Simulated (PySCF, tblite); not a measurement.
Isomers of C7H10F3P. Method: GFN2-xTB as coded in tblite; computed harmonic values from a numerical Hessian at the method's own geometry, unscaled. This tight-binding method is rough: wavenumbers can miss measured ones by several per cent, in bad cases by 10 to 20. One conformer each.

Electronic energies: PBE0/pcSseg-1 single points on the GFN2-xTB geometries (PySCF, gas phase).

| SMILES | electronic energy, lowest = 0 (kcal/mol) |
| --- | --- |
| C#CP(C(C)(C)C)C(F)(F)F | 47.3 |
| FC(F)(F)CCP1CC=CC1 | 0.0 |
| CP(C1=CCCC1)C(F)(F)F | 9.0 |

How do GFN2-xTB zero-point energies change the relative energies?

| SMILES | ZPE (kcal/mol) | of it from modes above 1550 cm⁻¹ | electronic (kcal/mol) | with ZPE, lowest = 0 (kcal/mol) | lowest mode (cm⁻¹) | rings |
| --- | --- | --- | --- | --- | --- | --- |
| FC(F)(F)CCP1CC=CC1 | 97.7 | 45.1 | 0.0 | 0.0 | 30 | 1 |
| CP(C1=CCCC1)C(F)(F)F | 98.0 | 45.3 | 9.0 | 9.3 | 34 | 1 |
| C#CP(C(C)(C)C)C(F)(F)F | 96.1 | 46.8 | 47.3 | 45.7 | 45 | 0 |

The zero-point energies span 1.9 kcal/mol, from `C#CP(C(C)(C)C)C(F)(F)F` to `CP(C1=CCCC1)C(F)(F)F`. The order is unchanged.

And how do the electronic energies of GFN2-xTB itself compare?

`FC(F)(F)CCP1CC=CC1` 0.0; `CP(C1=CCCC1)C(F)(F)F` 0.6; `C#CP(C(C)(C)C)C(F)(F)F` 37.7 kcal/mol, lowest = 0. Against the energies above, taken from the same isomer `FC(F)(F)CCP1CC=CC1`, the largest difference is 9.6 kcal/mol.

What do entropy and thermal enthalpy add at 298.15 K and 1 bar (rigid rotor, harmonic oscillator, one conformer each)?

```
                SMILES  point group  symmetry number  S (cal/(mol K))  H − H(0) (kcal/mol)  ZPE + H − H(0) − TS (kcal/mol)
    FC(F)(F)CCP1CC=CC1           C1                1            109.1                 7.86                            73.1
  CP(C1=CCCC1)C(F)(F)F           C1                1            110.2                 8.23                            73.4
C#CP(C(C)(C)C)C(F)(F)F           C1                1            114.6                 9.21                            71.1
```
